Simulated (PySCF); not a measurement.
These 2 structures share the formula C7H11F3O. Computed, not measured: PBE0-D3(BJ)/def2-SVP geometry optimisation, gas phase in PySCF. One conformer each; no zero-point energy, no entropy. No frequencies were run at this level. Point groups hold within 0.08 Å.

Question: Order them by energy at this level, lowest first, and give relative energies in kcal/mol.
A. `[CH3:1][C@@H:2]1[CH2:3][CH2:4][O:5][CH2:6][C@H:7]1[C:8]([F:9])([F:10])[F:11]` with C1–C2–C3–C4 -178°, C2–C3–C4–O5 56°, C3–C4–O5–C6 -61°, C4–O5–C6–C7 61°
B. `[F:1][C:2]([F:3])([F:4])[CH2:5][CH2:6][C@H:7]1[CH2:8][CH2:9][O:10][CH2:11]1` with C2–C5–C6–C7 179°, C5–C6–C7–C8 64°, C6–C7–C8–C9 152°, C7–C8–C9–O10 -9°, C8–C9–O10–C11 -16°, C9–O10–C11–C7 35°

Answer: A (0.0), B (5.9).

```csv
SMILES,E (Eh),E rel (kcal/mol),dipole (D),point group,"A, B, C (MHz)"
C[C@@H]1CCOC[C@H]1C(F)(F)F,-646.99238,0.0,2.08,C1,"1686, 882.8, 669.9"
FC(F)(F)CC[C@H]1CCOC1,-646.98301,5.9,1.37,C1,"2948, 426.2, 406.8"
```
